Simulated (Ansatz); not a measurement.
`F[CH](F)[GeH3]` + `N=C1O[SiH2]1` → `[GeH3]/[N]=C1\O[SiH2]1` + `FCF` at 600 K and 1 bar (ligand exchange at a Ge–C bond).

Isolated molecules relaxed with PBE0-D4/def2-TZVP in Ansatz; ΔE leaves out vibrations. CCSD(T)/CBS adds triple-zeta CCSD(T) − MP2 to the extrapolated MP2 energy (def2 sets, frozen cores). This one scheme is used for every species. For Ge outer-core shells are correlated without core-valence functions, which leaves a few kJ/mol of doubt a bond. Scalar relativity is left out up to krypton. Each species was taken in one conformer, which may not be the lowest.

```json
{"species": "`F[CH](F)[GeH3]`", "CCSD(T)/CBS energy (Eh)": "-2316.12324", "H − E (kJ/mol)": "168.5", "S (J/(mol·K))": "394.9"}
{"species": "`N=C1O[SiH2]1`", "CCSD(T)/CBS energy (Eh)": "-458.76323", "H − E (kJ/mol)": "149.4", "S (J/(mol·K))": "345.4"}
{"species": "`[GeH3]/[N]=C1\\O[SiH2]1`", "CCSD(T)/CBS energy (Eh)": "-2536.08022", "H − E (kJ/mol)": "205.7", "S (J/(mol·K))": "456.9"}
{"species": "`FCF`", "CCSD(T)/CBS energy (Eh)": "-238.82660", "H − E (kJ/mol)": "113.4", "S (J/(mol·K))": "283.4"}
```

H − E and S are ideal-gas, rigid-rotor, harmonic terms from PBE0-D4/def2-TZVP, for one conformer and one mirror image of each species. 1 Eh = 2625.50 kJ/mol, R = 8.31446 J/(mol·K).

**Question.** By hand: ΔE, ΔH, ΔS and ΔG.

**Answer.** ΔE = (-2536.08022) + (-238.82660) − (-2316.12324) − (-458.76323) = -0.02035 Eh = -53.4 kJ/mol. Δ(H − E) = 205.7 + 113.4 − 168.5 − 149.4 = 1.2, so ΔH = -52.2 kJ/mol. ΔS = 456.9 + 283.4 − 394.9 − 345.4 = 0.0 J/(mol·K). ΔG = -52.2 − 600 × (0.0)/1000 = -52.2 kJ/mol.

**Question.** By hand: the equilibrium constant, and the temperature at which ΔG would vanish if ΔH and ΔS stayed fixed.

**Answer.** log₁₀ K = −ΔG/(RT ln 10) = 4.5. With ΔH or ΔS at zero there is no such temperature.

The number of gas molecules stays the same, so ΔS is small and ΔH decides. A doubt of 5 kJ/mol in ΔE shifts log₁₀ K by 0.4 here. Other conformers and mirror images would add mixing entropy, several J/(mol·K) or more a flexible species. Modes under 60 cm⁻¹, often nearly free rotors, make the harmonic entropy too high. These are equilibria of isolated gas molecules and say nothing of rates. Largest T1 diagnostic: 0.017 (customary marks: 0.02 for closed shells, 0.045 for open ones).

ΔS is within the doubt of such terms, so its sign, and with it that verdict, could turn.
